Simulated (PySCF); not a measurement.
Worked example: oscillator strength and radiative lifetime

FH2NSi, SMILES [Si](F)N (connectivity only; charge and spin as stated), neutral, multiplicity 1.

Geometry optimised at PBE0-D3(BJ)/def2-TZVP. One conformer was computed; it need not be the lowest.

TDA-ωB97X/def2-SVPD (PySCF) puts the first singlet state with f over 0.02 at 5.52 eV (vertical), with the transition dipole (0.000, 0.000, 1.191) in atomic units.

Task: Find the oscillator strength, the wavelength and the radiative lifetime that this transition would have in vacuum if emission retraced absorption.

Result: 
|μ|² = 1.4185 au, so |μ| = 3.03 D. ΔE = 5.52/27.211 = 0.2029 hartree. f = (2/3) ΔE |μ|² = 0.192 (the program prints 0.192).
λ = 1239.84/5.52 = 225 nm; ν = 44522 cm⁻¹.
Einstein's coefficient A = 0.6670 ν² f s⁻¹ (ν in cm⁻¹) = 2.5e8 s⁻¹, so τ = 1/A = 3.9 ns. This state is S1. The figure is the radiative limit of this one transition; relaxation, internal conversion, crossing to triplets and a medium change what is measured.
